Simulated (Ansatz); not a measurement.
Isolated molecules relaxed with PBE0-D4/def2-TZVP in Ansatz; ΔE leaves out vibrations. CCSD(T)/CBS is the MP2 limit (def2-TZVPP, def2-QZVPP) plus CCSD(T) − MP2 in def2-TZVPP, frozen cores. This one scheme is used for every species, atoms too. Functionals use def2-TZVPP. B3LYP here is the variant with VWN-RPA as its local correlation; programs differ in this. No spin–orbit coupling; open shells (•) take unrestricted orbitals. Spin–orbit coupling would lower the free atoms: a little for C, Cl, Si; strongly for I. def2 core potentials past Kr. For I outer-core shells are correlated without core-valence functions, so the limit isn't a true one: a few kJ/mol of doubt a bond, and 10 to 20 or more in all where bonds break to atoms. Each species was taken in one conformer, which may not be the lowest.

Reaction (atomization): `Cl[SiH2]CI` → C• + Cl• + 4 H• + I• + Si•

| level | ΔE (eV) | difference from CCSD(T)/CBS |
| --- | --- | --- |
| r2SCAN-D4 | 26.03 | -0.11 |
| B3LYP-D4 | 25.80 | -0.34 |
| ωB97X-V | 26.07 | -0.07 |
| ωB97M-V | 25.99 | -0.15 |
| B2PLYP | 25.53 | -0.61 |
| PBE | 25.95 | -0.19 |
| r2SCAN | 25.98 | -0.16 |
| PBE0 | 25.75 | -0.39 |
| B3LYP | 25.41 | -0.73 |
| SCS-MP2/def2-TZVPP | 25.57 | -0.57 |
| CCSD/def2-TZVPP | 24.92 | -1.22 |
| HF/def2-QZVPP | 19.30 | -6.84 |
| SCS-MP2/def2-QZVPP | 26.09 | -0.05 |
| HF/CBS(def2) | 19.31 | -6.83 |
| MP2/CBS(def2) | 26.55 | 0.41 |
| CCSD/CBS(def2) | 25.73 | -0.41 |
| CCSD(T)/CBS | 26.14 | 0 |

Largest T1 diagnostic among the species: 0.012.

From PBE to PBE0 (25 % exact exchange), in def2-TZVPP and without D4, ΔE moves by −0.20 eV: exact exchange takes away binding that semilocal exchange gives to molecules. In def2-TZVPP, CCSD(T) changes the Hartree–Fock value by +6.07 eV (the triples alone add +0.41 eV) and MP2 by +6.47 eV; breaking electron pairs costs correlation energy, which Hartree–Fock lacks.

For atomizations the MP2-based limit and the directly extrapolated one differ by several kJ/mol either way, and by 10 to 25 for some Ge, Se and Sn compounds, so smaller differences from it don't rank the levels.
